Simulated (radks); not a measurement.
Results of a calculation; reference values are marked as such.
K4+, 15 electrons, occupied as [Ne] 3s2 3p1 3d2 (not the ground configuration). Code: a radial shooting solver on a logarithmic mesh with Libxc functionals. Model: Dirac Kohn-Sham, B86b exchange with PBE correlation, spin-unpolarised, spherical densities, point nucleus; open shells fill j = l - 1/2 first.

Normalised radial functions P(r) = r R(r) (large component), r in bohr:

r,2p3/2,3p1/2,3p3/2
0.004781,0.0048,0.0021,0.0018
0.006078,0.0077,0.0033,0.0029
0.007726,0.0122,0.0051,0.0045
0.009822,0.0193,0.0079,0.0072
0.01249,0.0303,0.0122,0.0113
0.01575,0.0468,0.0185,0.0174
0.02002,0.0725,0.0284,0.0270
0.02545,0.1113,0.0432,0.0414
0.03235,0.1686,0.0648,0.0626
0.0408,0.2480,0.0946,0.0919
0.05186,0.3623,0.1372,0.1340
0.06593,0.5160,0.1937,0.1900
0.08382,0.7122,0.2644,0.2604
0.1066,0.9457,0.3456,0.3417
0.1344,1.1894,0.4243,0.4209
0.1708,1.4252,0.4875,0.4854
0.2172,1.5930,0.5038,0.5038
0.2761,1.6356,0.4397,0.4425
0.3482,1.5220,0.2762,0.2819
0.4426,1.2513,-0.0009,0.0073
0.5626,0.8860,-0.3515,-0.3423
0.7153,0.5227,-0.6957,-0.6878
0.9093,0.2472,-0.9318,-0.9271
1.147,0.0923,-0.9744,-0.9739
1.458,0.0237,-0.8138,-0.8166
1.853,0.0039,-0.5328,-0.5368
2.356,0.0004,-0.2646,-0.2678
2.971,0.0000,-0.0981,-0.0998
3.777,0.0000,-0.0234,-0.0240
4.801,0.0000,-0.0033,-0.0034

2p3/2: eigenvalue -346.85 eV, 0 radial nodes, <r> = 0.349 bohr, 90 % of the charge inside 0.576 bohr. 3p1/2: eigenvalue -73.192 eV, 1 radial node at r = 0.442 bohr, <r> = 1.23 bohr, 90 % of the charge inside 1.85 bohr. 3p3/2 (empty): eigenvalue -72.825 eV, 1 radial node at r = 0.445 bohr, <r> = 1.24 bohr, 90 % of the charge inside 1.86 bohr.
